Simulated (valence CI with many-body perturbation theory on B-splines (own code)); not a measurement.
## Ho XLVII in brief

Calculated by relativistic CI+MBPT: three valence electrons over a frozen Dirac-Fock core [Ar], a basis of 7 s, 7 p, 8 d, 6 f, 4 g, 1 h functions for each j, with the one-electron correlation potential Σ1, the two-electron term Σ2, the three-electron term Σ3, Breit, model QED; selected CI, second order for the rest, scaled by the run's own slope (own B-spline code, finite nucleus).

The last digits are not significant, and no measured levels were compared; by estimate large intervals hold to a few tenths of a per cent, small ones and those within an open d or f shell to about a per cent. Only levels of the ground parity were solved; by the run's estimate the other parity begins above the list, which can be wrong where configurations are misplaced.

Levels are named by their leading jj configuration (3d3/2^4 stands for four electrons in 3d with j = 3/2), which in mixed levels can hold well under half, so a name can repeat and another be missing.

Rates and lifetimes use the calculated energies. Strong lines usually hold to 10 to 20 %, long lifetimes can be off by a factor of two.

(1) What is the ground level?

(2) What is the ionisation energy?

(3) How well does LS coupling describe the low levels?

Answers

(1) (3d3/2^3) J=3/2, composition 48 % 3d³ ⁴F + 37 % 3d³ ²D + 10 % 3d³ ²P, g = 0.693.

(2) 3880.5 eV; NIST lists 3880 ± 4 eV (theoretical).

(3) Among the lowest 19 levels the leading LS term, summed over configurations, holds 57 % on average. For single configurations the figures are 57 % in LS and 96 % in jj coupling. Terms mix most in the J = 3/2 level at 359550 cm⁻¹, where the leading one holds 39 %.
